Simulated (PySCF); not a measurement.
# Reading the logs of faulty runs: GeH4OSi

Calculated results; nothing here was measured. The program is PySCF 2.14.0, an open-source quantum chemistry code, run on an isolated molecule that a program drew, which may never have been made. The molecule is GeH4OSi (charge 0, singlet), drawn as the SMILES string `O[SiH2][GeH]`.

Each row is a Hartree-Fock (HF) and frozen-core CCSD(T) single point in the cc-pV(D+d)Z basis, meant for a local HF minimum. Run 1 is clean. Each other run has one planted mistake out of seven kinds, and not every kind appears here: one electron removed, one electron added, multiplicity raised by two, geometry at a saddle point, minimal basis STO-3G, one bond length entered in bohr, all coordinates scaled. The reference is restricted for singlets and unrestricted otherwise, and also for a bond in bohr. Adding or removing an electron swaps singlet and doublet. Electrons count all cores. HOMO and LUMO are orbital energies over both spins, the gradient is its largest component, and the lowest frequency (negative if imaginary) is given only where the gradient is small. Bond lengths are over the 6 bonds as drawn. T1 is the CCSD diagnostic: over 0.02 (restricted) or 0.045 (unrestricted) a single reference is doubtful. Germanium has the cc-pVDZ-PP basis, with a core potential (ECP10MDF) in place of its 10 inner electrons, and its 3s, 3p and 3d shells are frozen in CCSD(T).

Geometry of the clean run:
```xyz
7
GeH4OSi, angstrom
O     0.0131    0.8150   -1.3633
Si   -0.4259    1.5590    0.0551
Ge   -2.8002    1.1243    0.5907
H     0.9222    0.8478   -1.6231
H    -0.2518    3.0372   -0.0362
H     0.4802    1.1086    1.1450
H    -3.2041    1.1677   -0.9367
```

| run | electrons | basis functions | <S^2> | HOMO (eV) | LUMO (eV) | gradient (hartree/bohr) | lowest frequency (cm^-1) | mean bond (Å) | longest bond (Å) | T1 | HF (hartree) | CCSD(T) (hartree) | mistake |
|---|---|---|---|---|---|---|---|---|---|---|---|---|---|
| 1 | 58 | 80 | 0.000 | -8.54 | 0.04 | 9.9e-06 | 64 | 1.6064 | 2.472 | 0.0133 | -659.50844 | -659.92273 | no fault |
| 2 | 58 | 80 | 0.990 | -7.68 | 0.05 | 8.7e-03 | - | 1.9730 | 4.672 | 0.0215 | -659.44988 | -659.83803 | one bond length entered in bohr |
| 3 | 59 | 80 | 0.762 | -1.36 | 7.15 | 4.1e-02 | - | 1.6064 | 2.472 | 0.0138 | -659.53177 | -659.95620 | one electron added |
| 4 | 58 | 80 | 2.014 | -7.92 | -0.29 | 2.9e-02 | - | 1.6064 | 2.472 | 0.0160 | -659.48768 | -659.88595 | multiplicity raised by two |
| 5 | 57 | 80 | 0.774 | -16.53 | -6.83 | 7.0e-02 | - | 1.6064 | 2.472 | 0.0181 | -659.22689 | -659.61459 | ? |
| 6 | 58 | 80 | 0.000 | -8.60 | -0.03 | 2.7e-02 | - | 1.6529 | 2.544 | 0.0138 | -659.50382 | -659.92149 | ? |

**Which mistake was planted in run 5, and what did it cost?**

It counts 57 electrons, one fewer than the clean run, at the same geometry and basis. So the mistake is: one electron removed. Subtracting run 1 and multiplying by 627.51 kcal/mol a hartree, the energy moved by 176.7 kcal/mol in HF and 193.4 kcal/mol in CCSD(T).

**Which mistake was planted in run 6, and what did it cost?**

The mean and the longest bond both change by the same factor, 1.029, and the gradient is no longer small. So the mistake is: all coordinates scaled. Subtracting run 1 and multiplying by 627.51 kcal/mol a hartree, the energy moved by 2.9 kcal/mol in HF and 0.8 kcal/mol in CCSD(T).

